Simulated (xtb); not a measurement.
C6H12O2 (SMILES COC(=O)C(C)(C)C), singlet, at a GFN2-xTB geometry; GFN0-xTB run with xtb.

Input for xtb:
```
$ xtb mol.xyz --gfn 0 --ohess --json

# file mol.xyz
20

C      2.65959853     0.31981790    -0.51708838
O      1.42608891     0.33433299     0.18513904
C      0.35802587    -0.10680283    -0.49433264
O      0.42075051    -0.49494876    -1.63071597
C     -0.90874807    -0.04760940     0.35209156
C     -1.14663063     1.40796673     0.76787169
C     -0.70468056    -0.92280920     1.59323199
C     -2.08515330    -0.56345970    -0.47481904
H      2.91882979    -0.70046035    -0.80731888
H      2.59040014     0.93251231    -1.41826051
H      3.40380986     0.72395988     0.16440464
H     -2.04615874     1.47492446     1.37569236
H     -1.27513290     2.03881900    -0.10917489
H     -0.30497609     1.78095682     1.34557483
H     -1.59744528    -0.89532781     2.21397325
H     -0.51645287    -1.95494588     1.30513262
H      0.13905713    -0.56420998     2.17700645
H     -2.99929554    -0.52861782     0.11246175
H     -2.21545976     0.04309556    -1.36728322
H     -1.90636200    -1.58840109    -0.78932378
```

Problem. Write the output that xtb gives for this input, abridged.

Solution. 
```
   ID    Z sym.   atoms
    1    6 C      1, 3, 5-8
    2    8 O      2, 4
    3    1 H      9-20

           -------------------------------------------------
          |                Calculation Setup                |
           -------------------------------------------------

           -------------------------------------------------
          |                 G F N 0 - x T B                 |
           -------------------------------------------------

          ...................................................
          :                      SETUP                      :
          :.................................................:
          :  # basis functions                  56          :
          :  # atomic orbitals                  56          :
          :  # shells                           40          :
          :  # electrons                        48          :
          :  electronic temp.          300.0000000     K    :
          :  accuracy                    1.0000000          :
          :  -> integral cutoff          0.2500000E+02      :
          :  -> integral neglect         0.1000000E-07      :
          ...................................................

         :::::::::::::::::::::::::::::::::::::::::::::::::::::
         ::                     SUMMARY                     ::
         :::::::::::::::::::::::::::::::::::::::::::::::::::::
         :: total energy             -25.922135662901 Eh    ::
         :: gradient norm              0.040540227285 Eh/a0 ::
         :: HOMO-LUMO gap              4.494880390676 eV    ::
         ::.................................................::
         :: H0 energy                -26.128219403863 Eh    ::
         :: repulsion energy           0.333135524742 Eh    ::
         :: electrostat energy        -0.082820682600 Eh    ::
         :: -> Gsolv                   0.000000000000 Eh    ::
         ::    -> Gsasa                0.000000000000 Eh    ::
         ::    -> Gshift               0.000000000000 Eh    ::
         :: dispersion energy         -0.006836268471 Eh    ::
         :: short-range corr.         -0.037394832709 Eh    ::
         :: add. restraining           0.000000000000 Eh    ::
         :: total charge              -0.000000000000 e     ::
         :::::::::::::::::::::::::::::::::::::::::::::::::::::

      -----------------------------------------------------------
     |                   =====================                   |
     |                        A N C O P T                        |
     |                   =====================                   |
     |               Approximate Normal Coordinate               |
     |                Rational Function Optimizer                |
      -----------------------------------------------------------
      -----------------------------------------------------------
     |                   =====================                   |
     |                        A N C O P T                        |
     |                   =====================                   |
     |               Approximate Normal Coordinate               |
     |                Rational Function Optimizer                |
      -----------------------------------------------------------

          ...................................................
          :                      SETUP                      :
          :.................................................:
          :   optimization level            normal          :
          :   max. optcycles                   200          :
          :   ANC micro-cycles                  20          :
          :   degrees of freedom                54          :
          :.................................................:
          :   RF solver                   davidson          :
          :   write xtbopt.log                true          :
          :   linear?                        false          :
          :   energy convergence         0.5000000E-05 Eh   :
          :   grad. convergence          0.1000000E-02 Eh/α :
          :   maxmium RF displ.          1.0000000          :
          :   Hlow (freq-cutoff)         0.1000000E-01      :
          :   Hmax (freq-cutoff)         5.0000000          :
          :   S6 in model hess.         20.0000000          :
          ...................................................

generating ANC from exact Hessian ...
Using Lindh-Hessian (1995)
 Shifting diagonal of input Hessian by    8.1471819974812554E-003
 Lowest  eigenvalues of input Hessian
    0.000000    0.000000    0.000000    0.000000    0.000000    0.000000
    0.010000    0.012613    0.012875    0.017166    0.017554    0.017721
    0.018912    0.019582    0.021186    0.026370    0.032403    0.037051
 Highest eigenvalues
    1.187721    1.245109    1.256160    1.326707    1.778971    2.346359

........................................................................
.............................. CYCLE    1 ..............................
........................................................................
 * total energy  :   -25.9221357 Eh     change        0.0000000E+00 Eh
   gradient norm :     0.0405402 Eh/α   predicted     0.0000000E+00 (   0.00%)
   displ. norm   :     0.1376447 α      lambda       -0.2422677E-02
   maximum displ.:     0.0812817 α      in ANC's #13, #14, #8, ...

........................................................................
.............................. CYCLE    2 ..............................
........................................................................
 * total energy  :   -25.9238713 Eh     change       -0.1735678E-02 Eh
   gradient norm :     0.0257951 Eh/α   predicted    -0.1234349E-02 ( -28.88%)
   displ. norm   :     0.1309748 α      lambda       -0.1163450E-02
   maximum displ.:     0.0614534 α      in ANC's #13, #9, #8, ...

........................................................................
[...]
 * total energy  :   -25.9245437 Eh     change       -0.6723384E-03 Eh
 * total energy  :   -25.9246756 Eh     change       -0.1319169E-03 Eh
 * total energy  :   -25.9247521 Eh     change       -0.7654624E-04 Eh
 * total energy  :   -25.9247627 Eh     change       -0.1058560E-04 Eh
 * total energy  :   -25.9247586 Eh     change        0.4115801E-05 Eh
 * total energy  :   -25.9247657 Eh     change       -0.7077010E-05 Eh
 * total energy  :   -25.9247683 Eh     change       -0.2621918E-05 Eh
   *** GEOMETRY OPTIMIZATION CONVERGED AFTER 9 ITERATIONS ***
         :: total energy             -25.924768311560 Eh    ::
[...]
  33: 13.15  34:  9.72  35:  9.16  36:  3.08  37:  2.97  38:  3.09  39:  3.35  40: 13.01
  41:  1.56  42:  1.60  43:  1.57  44:  1.58  45:  1.59  46:  1.59  47:  1.61  48:  1.83
  49:  1.97  50:  1.46  51:  1.27  52:  1.25  53:  1.25  54:  1.95  55:  1.97  56:  1.97
  57:  1.97  58:  1.98  59:  1.99  60:  1.75
 IR intensities (km·mol⁻¹)
   1:  0.24   2:  0.11   3:  0.48   4:  0.41   5:  0.78   6:  0.82   7:  0.55   8:  1.28
   9:  3.26  10:  0.21  11:  5.93  12:  0.61  13:  0.50  14:  7.02  15:  2.75  16:  2.22
  17:  1.42  18:  0.42  19:  0.71  20:  0.48  21: 13.01  22:  1.15  23:  0.92  24:  2.01
  25:  1.63  26:  0.01  27:  1.23  28:  0.23  29:  1.79  30:  6.04  31:  2.39  32:  0.30
  33:  0.33  34:  1.49  35:  1.54  36:  8.39  37: 12.61  38: 13.40  39:  5.49  40:  1.27
  41:  1.93  42:  0.19  43:  0.45  44:  0.27  45:  0.94  46:  4.39  47:  9.10  48:  6.81
  49:  2.12  50:  8.20  51:  0.02  52:  0.29  53:  1.51  54:  0.32  55:  1.05  56:  1.34
  57:  1.76  58:  0.02  59:  1.13  60:  1.38
 Raman intensities (Ä⁴*amu⁻¹)
   1:  0.00   2:  0.00   3:  0.00   4:  0.00   5:  0.00   6:  0.00   7:  0.00   8:  0.00
   9:  0.00  10:  0.00  11:  0.00  12:  0.00  13:  0.00  14:  0.00  15:  0.00  16:  0.00
  17:  0.00  18:  0.00  19:  0.00  20:  0.00  21:  0.00  22:  0.00  23:  0.00  24:  0.00
  25:  0.00  26:  0.00  27:  0.00  28:  0.00  29:  0.00  30:  0.00  31:  0.00  32:  0.00
  33:  0.00  34:  0.00  35:  0.00  36:  0.00  37:  0.00  38:  0.00  39:  0.00  40:  0.00
  41:  0.00  42:  0.00  43:  0.00  44:  0.00  45:  0.00  46:  0.00  47:  0.00  48:  0.00
  49:  0.00  50:  0.00  51:  0.00  52:  0.00  53:  0.00  54:  0.00  55:  0.00  56:  0.00
  57:  0.00  58:  0.00  59:  0.00  60:  0.00
 output can be read by thermo (or use thermo option).
 writing <g98.out> molden fake output.
 recommended (thermochemical) frequency scaling factor: 1.0
           -------------------------------------------------
          |             Thermodynamic Functions             |
           -------------------------------------------------

cs  symmetry found (for desy threshold:  0.10E+00) used in thermo

          ...................................................
          :                      SETUP                      :
          :.................................................:
          :  # frequencies                          53      :
          :  # imaginary freq.                       1      :
          :  linear?                             false      :
          :  only rotor calc.                    false      :
          :  symmetry                               cs      :
          :  rotational number                       1      :
          :  scaling factor                  1.0000000      :
          :  rotor cutoff                   50.0000000 cm⁻¹ :
          :  imag. cutoff                  -20.0000000 cm⁻¹ :
          :.................................................:

    mode    ω/cm⁻¹     T·S(HO)/kcal·mol⁻¹    T·S(FR)/kcal·mol⁻¹   T·S(vib)
   ------------------------------------------------------------------------
       1      3.24    -3.05616 (  0.00%)    -1.86180 (100.00%)    -1.86182
       2    116.51    -0.94142 ( 96.72%)    -0.80580 (  3.28%)    -0.93697
       3    145.02    -0.81591 ( 98.61%)    -0.74098 (  1.39%)    -0.81486
       4    149.00    -0.80051 ( 98.75%)    -0.73295 (  1.25%)    -0.79966
       5    199.13    -0.63838 ( 99.60%)    -0.64708 (  0.40%)    -0.63842
       6    218.81    -0.58704 ( 99.73%)    -0.61917 (  0.27%)    -0.58713
       7    247.45    -0.52136 ( 99.83%)    -0.58273 (  0.17%)    -0.52146
       8    259.03    -0.49740 ( 99.86%)    -0.56918 (  0.14%)    -0.49750
       9    294.25    -0.43214 ( 99.92%)    -0.53143 (  0.08%)    -0.43222
   ------------------------------------------------------------------------

   temp. (K)  partition function   enthalpy   heat capacity  entropy
                                   cal/mol     cal/K/mol   cal/K/mol   J/K/mol
 298.15  VIB  0.875E+04             4642.869     28.729     29.584
         ROT  0.332E+06              888.752      2.981     28.244
         INT  0.290E+10             5531.621     31.710     57.828
         TR   0.121E+28             1481.254      4.968     40.146
         TOT                        7012.8748    36.6779    97.9747   409.9261

       T/K    H(0)-H(T)+PV         H(T)/Eh          T*S/Eh         G(T)/Eh
   ------------------------------------------------------------------------
    298.15    0.111757E-01    0.179535E+00    0.465509E-01    0.132984E+00
   ------------------------------------------------------------------------

         :::::::::::::::::::::::::::::::::::::::::::::::::::::
         ::                  THERMODYNAMIC                  ::
         :::::::::::::::::::::::::::::::::::::::::::::::::::::
         :: total free energy         -25.791784117680 Eh   ::
         ::.................................................::
         :: total energy              -25.924768311560 Eh   ::
         :: zero point energy           0.168359402390 Eh   ::
         :: G(RRHO) w/o ZPVE           -0.035375208510 Eh   ::
         :: G(RRHO) contrib.            0.132984193880 Eh   ::
         :::::::::::::::::::::::::::::::::::::::::::::::::::::
imag cut-off (cm-1) :    5.00
 found            1  significant imaginary frequency
 writing imag mode distorted coords to xtbhess.xyz
 for further optimization.

optimized geometry written to: xtbopt.xyz

           -------------------------------------------------
          | TOTAL ENERGY              -25.924768311560 Eh   |
          | TOTAL ENTHALPY            -25.745233181813 Eh   |
          | TOTAL FREE ENERGY         -25.791784117680 Eh   |
          | GRADIENT NORM               0.000537990178 Eh/α |
          | HOMO-LUMO GAP               4.604646630140 eV   |
           -------------------------------------------------

normal termination of xtb
```
